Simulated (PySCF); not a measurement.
Species: C7H5FN (doublet state).
SMILES with atom numbers: `[N:1]#[C:2][C:3]1=[CH:4][C@@H:5]2[CH:6][C@@H:7]([F:8])[C@H:9]12` (hydrogens: H10 on C4; H11 on C5; H12 on C6; H13 on C7; H14 on C9)

Method used: UKS B3LYP, pcH-1 on C F H N, non-relativistic, mean-field spin-orbit, GIAO in PySCF 2.14.0. Geometry: GFN2-xTB; no solvent, vibrations or thermal averaging. The geometry wasn't refined by DFT: couplings that depend on bond lengths, twists or pyramidal angles can differ widely from those at the functional's own minimum. The SCF solution wasn't tested for stability.

**Question.** Match the computed a_iso(13C) values +92.7, +76.1, -32.0, -28.6, +16.8, -3.0, -0.9 MHz with the sites C2; C3; C4; C5; C6; C7; C9.

**Answer.** 
```csv
site,a_iso (MHz),ρ(0) (bohr⁻³),position,distance from C6 (Å),spin population,largest |T| (MHz)
C2,-3.0,-0.0027,4 bonds from C6,4.10,-0.01,1.8
C3,-0.9,-0.0008,3 bonds from C6,2.86,+0.04,7.0
C4,+76.1,+0.0677,2 bonds from C6,2.47,+0.03,12.8
C5,-32.0,-0.0285,1 bond from C6,1.48,-0.07,3.0
C6,+92.7,+0.0824,largest spin population,0.00,+0.98,156.5
C7,-28.6,-0.0255,1 bond from C6,1.48,-0.04,4.0
C9,+16.8,+0.0149,2 bonds from C6,2.12,+0.01,3.7
```

ρ(0) is the spin density at the nucleus and T the dipolar tensor. The Mulliken spin populations are largest on C6 (+0.98) and C5 (-0.07). No atom but C6 exceeds +0.15. The angles at C6 add up to 360.0°, so it is planar; its axial dipolar tensor and the negative coupling of its proton fit spin in a p orbital normal to that plane.

The spin density at the nucleus, in bohr⁻³, is negative for C5 (-0.0285), C7 (-0.0255) and H12 (-0.0134), for instance. A restricted open-shell determinant has no negative spin density anywhere; here it arises because α and β orbitals differ (spin polarisation).

Hardware: one thread, AMD EPYC 7R43 (x86_64), shared host with 256 logical CPUs at a one-minute load of 67. Cost: 68 s wall (grids of density and orbitals included), 0.96 GiB resident at most.
